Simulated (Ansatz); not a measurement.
A search over several starts for the lowest SCF solution of trans-VF2(H2O)4 (VO4F2H8) at the given spin, in a small basis.

```yaml
crystal:
  periodic: [false, false, false]
  atoms:
    - {symbol: F, position_ang: [0.644258, -0.814795, 1.769131]}
    - {symbol: F, position_ang: [-0.643190, 0.814463, -1.769210]}
    - {symbol: O, position_ang: [2.171724, 0.155242, 0.134829]}
    - {symbol: O, position_ang: [-2.171536, -0.154997, -0.135360]}
    - {symbol: O, position_ang: [0.028351, 2.168044, 0.169345]}
    - {symbol: O, position_ang: [-0.029397, -2.168663, -0.168671]}
    - {symbol: V, position_ang: [0.000186, -0.000246, 0.000083]}
    - {symbol: H, position_ang: [2.622443, -0.520509, -0.405971]}
    - {symbol: H, position_ang: [1.939629, -0.311971, 1.012232]}
    - {symbol: H, position_ang: [-1.938769, 0.311657, -1.012915]}
    - {symbol: H, position_ang: [-2.621762, 0.521618, 0.404799]}
    - {symbol: H, position_ang: [-0.225209, 2.071401, -0.804621]}
    - {symbol: H, position_ang: [0.976687, 2.406449, 0.158856]}
    - {symbol: H, position_ang: [-0.978096, -2.405667, -0.157639]}
    - {symbol: H, position_ang: [0.224681, -2.072026, 0.805122]}
basis:
  gaussian: {orbitals: def2-SVP, initial_orbitals: start.molden}
magnetization: {spin_polarized: true, initial_magnetization: 3}
hamiltonian: {xc: pbe0, dispersion: d4}
output: {orbitals: {seedname: orbitals}}
```

The file start.molden holds the orbitals of an earlier run on this structure, at another level or in another basis.

```sh
$ ansatz run in.yaml --threads 4 --pin off --events-out ev --progress --plain --max-ram 4787MiB
```

Output, abridged:

```
Functional definition: PBE0
1530 factors; integrals over basis functions are off by at most 1.3e-3 eV
mean field evaluation 1: about -39338.4724 eV, gradient 9.0e1 eV
mean field evaluation 2: about -39370.4757 eV, gradient 5.3e1 eV
mean field evaluation 4: about -39409.3687 eV, gradient 6.2e0 eV
mean field evaluation 8: about -39411.7779 eV, gradient 4.6e-2 eV
mean field evaluation 16: about -39411.2276 eV, gradient 6.6e0 eV
mean field evaluation 32: about -39411.7780 eV, gradient 9.2e-4 eV
mean field -39411.77803553 eV, -1448.3561285433 hartree, gradient 1.4e-5 eV, S^2 3.755449; 5 other end points of the search recorded, 0 dependent functions left out
reference -39411.77811096 eV, -1448.3561313149 hartree; 42, 39 occupied and 113, 116 virtual orbitals, 1530 factors
Total energy: -39412.00360613 eV, -1448.3644181098 hartree
```

Run time 9 s (4 threads of Arm Neoverse V2 on a shared host), peak host memory 0.62 GiB.

No other spin state of charge 0 was run.
